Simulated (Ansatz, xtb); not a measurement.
Two structures of C2HAlLi

Structure a: a doublet given by its coordinates. Structure b: a doublet given by its coordinates. Both are isolated molecules in the gas phase, relaxed with B3LYP-D3(BJ)/6-311G**.

a (Å):

```yaml
atoms:
  - { symbol: C, position_ang: [-0.2844, -0.3856, 1.6482] }
  - { symbol: C, position_ang: [0.4465, -1.3332, 1.2822] }
  - { symbol: Al, position_ang: [-1.8228, 0.8434, 2.0384] }
  - { symbol: Li, position_ang: [-1.5698, -1.7376, 0.7941] }
  - { symbol: H, position_ang: [1.3915, -1.8299, 1.1706] }
```

Close contacts (Å): C1–C2 1.25, C1–Al3 2.01, C1–Li4 2.05, C2–Li4 2.11, Al3–Li4 2.88, C2–H5 1.07.

b (Å):

```xyz
5

C    -0.5984   -1.4890    1.2502
C     0.4331   -0.8659    1.6347
Al   -0.8671    0.6943    0.9282
Li   -2.3675   -1.6232    0.5026
H     1.4219   -0.8333    2.0565
```

Close contacts (Å): C1–C2 1.26, C1–Al3 2.22, C1–Li4 1.93, C2–Al3 2.15, Al3–Li4 2.79, C2–H5 1.08.

**Question.** Estimate which is lower in electronic energy at CCSD(T)/def2-TZVP, and by roughly how much.

**Answer.** Too close to call at this level: CCSD(T)/def2-TZVP gives E(b) − E(a) = +1.64 kJ/mol.

The same difference at several levels:

```json
{"level": "B3LYP-D3(BJ)/6-311G**", "geometry": "B3LYP-D3(BJ)/6-311G**", "E(b) − E(a) (kJ/mol)": "+9.94", "departure from the last row (kJ/mol)": "+8.30", "job, with rough time for the two": "optimisation, 62 s"}
{"level": "HF/def2-TZVP", "geometry": "B3LYP-D3(BJ)/6-311G**", "E(b) − E(a) (kJ/mol)": "+13.14", "departure from the last row (kJ/mol)": "+11.50", "job, with rough time for the two": "part of the CCSD(T) run"}
{"level": "MP2/def2-TZVP", "geometry": "B3LYP-D3(BJ)/6-311G**", "E(b) − E(a) (kJ/mol)": "−9.48", "departure from the last row (kJ/mol)": "−11.12", "job, with rough time for the two": "part of the CCSD(T) run"}
{"level": "CCSD(T)/def2-TZVP", "geometry": "B3LYP-D3(BJ)/6-311G**", "E(b) − E(a) (kJ/mol)": "+1.64", "departure from the last row (kJ/mol)": "", "job, with rough time for the two": "single point, 38 s"}
```

The largest departure from CCSD(T)/def2-TZVP is that of HF/def2-TZVP, 11.50 kJ/mol. Levels run at GFN2-xTB geometries aren't shown.

With harmonic frequencies from B3LYP-D3(BJ)/6-311G** (ideal gas, rigid rotor, one conformer each, 298.15 K, 1 atm): the zero-point term adds +0.98 kJ/mol; ΔH is +1.98 and ΔG +3.68 kJ/mol.

Open shells are spin-unrestricted, with notable spin contamination under HF/def2-TZVP, MP2/def2-TZVP, CCSD(T)/def2-TZVP. The correlated steps freeze 7 core orbitals; the last core shell of Li is correlated, in a basis made for valence electrons. Run with Ansatz 0.2.0; the last row on 2 threads of Arm Neoverse V1 on a shared host.
